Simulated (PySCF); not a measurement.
Computed properties of C5H7F, SMILES C=CC(F)C=C

3-fluoropenta-1,4-diene (C5H7F), SMILES C=CC(F)C=C. The structure is a stationary point at B3LYP-D3(BJ)/def2-SVP. The values are those of a single conformer. All values are computed for the isolated molecule unless a solvent is named; none is compared with measurement here.

**Structure.** All 33 harmonic modes at B3LYP-D3(BJ)/def2-SVP (PySCF) are real, so it is a minimum. With heavy atoms numbered as in [CH2:1]=[CH:2][CH:3]([F:4])[CH:5]=[CH2:6], the shortest bond between them is C5–C6 at 1.334 Å and the longest C2–C3 at 1.507 Å.

**Vibrations.** The strongest infrared lines (harmonic, unscaled, degenerate partners summed) lie at 1087 cm⁻¹ (54 km/mol, C 49 %, H 40 %, F 11 %), 1023 cm⁻¹ (53 km/mol, H 73 %, C 20 %), 963 cm⁻¹ (45 km/mol, H 74 %, C 26 %). The softest mode is at 81 cm⁻¹ and the zero-point energy is 66.1 kcal/mol.

**Electronic structure.** HF/def2-TZVP (PySCF) places the frontier levels at -10.34 and 3.48 eV, a gap of 13.82 eV, and gives a dipole moment of 2.13 D and a mean polarisability of 59.0 bohr³. PBE/def2-TZVP (PySCF) at the same geometry gives -6.70 and -1.46 eV, so its gap is 8.58 eV narrower. An orbital gap is neither the optical nor the fundamental gap.

**Excitations.** TDA-M06-2X/def2-SVPD (PySCF) has S1 at 7.03 eV (176 nm, f = 0.027, weak); the most intense of the 10 singlets computed lies at 8.22 eV (f = 0.34). T1 (TDA) is at 4.73 eV, 2.30 eV under S1. TDA-PBE/def2-SVPD (PySCF) puts S1 at 5.38 eV. No vertical singlet excitation falls in the visible range (under 3.1 eV).

**NMR.** GIAO shifts at B3LYP/pcSseg-1 (PySCF) (non-relativistic, atoms alike by connectivity averaged): ¹³C from 100.6 to 149.7 ppm against TMS; ¹H from 5.5 to 6.5 ppm against TMS; ¹⁹F at -202.5 ppm against CFCl3.
